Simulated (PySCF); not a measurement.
## XPS shifts beside NMR shieldings

C₆H₉AlN₂.
Geometry (PBE0-D3(BJ)/def2-SVP, Å), atoms numbered from 1 in this order:
```xyz
18
C6H9AlN2 angstrom
C     -3.3522    0.6991   -0.1973
N     -2.2644    0.8530    0.4308
C     -1.1382    0.1131    0.0827
C     -1.1525   -1.2669   -0.1538
C      0.0394   -1.9166   -0.4622
C      1.2108   -1.1773   -0.5339
N      1.2242    0.1421   -0.2980
Al     2.9944    1.1765   -0.4628
C      0.0957    0.7738    0.0203
H     -4.2387    1.2620    0.1240
H     -3.4641    0.0297   -1.0721
H     -2.0880   -1.8247   -0.0673
H      0.0633   -2.9926   -0.6421
H      2.1744   -1.6364   -0.7691
H      2.5212    2.5823    0.1594
H      3.9540    0.2331    0.4179
H      3.2271    1.1161   -2.0535
H      0.1665    1.8447    0.2267
```

Binding energies: PySCF 2.14.0, delta-SCF UKS SCAN, pcX-2 on the ionised atom, pcseg-1 elsewhere, spin-free X2C. Shieldings: GIAO HF/pcSseg-1, non-relativistic, same geometry.

| atom | C 1s (eV) |
| --- | --- |
| C3 | 292.29 |
| C4 | 291.41 |
| C5 | 291.45 |
| C6 | 291.90 |
| C9 | 291.86 |

Q: What are the absolute isotropic shieldings of these atoms?

A: 
```json
{"atom": "C4", "environment": "aromatic CH carbon", "C 1s (eV)": "291.41", "isotropic shielding (ppm)": "50.4"}
{"atom": "C5", "environment": "aromatic CH carbon", "C 1s (eV)": "291.45", "isotropic shielding (ppm)": "63.1"}
{"atom": "C9", "environment": "aromatic CH next to a ring nitrogen", "C 1s (eV)": "291.86", "isotropic shielding (ppm)": "31.7"}
{"atom": "C6", "environment": "aromatic CH next to a ring nitrogen", "C 1s (eV)": "291.90", "isotropic shielding (ppm)": "33.8"}
{"atom": "C3", "environment": "aromatic carbon bearing nitrogen", "C 1s (eV)": "292.29", "isotropic shielding (ppm)": "38.7"}
```

Q: Among the listed atoms, is the one with the highest binding energy also the least shielded?

A: No. The highest binding energy is at C3 (292.29 eV, shielding 38.7 ppm), the lowest shielding at C9 (31.7 ppm, 291.86 eV).

By binding energy: C4 ≈ C5 < C9 ≈ C6 < C3. By shielding: C9 < C6 < C3 < C4 < C5.

The unrestricted hole states depart most from a pure doublet (⟨S²⟩ = 0.75; over 0.85 named) for C 1s of C3 (0.86), which makes this value less certain. One conformer (not necessarily the lowest) at the PBE0-D3(BJ)/def2-SVP geometry, without solvent, vibrations or thermal averaging.
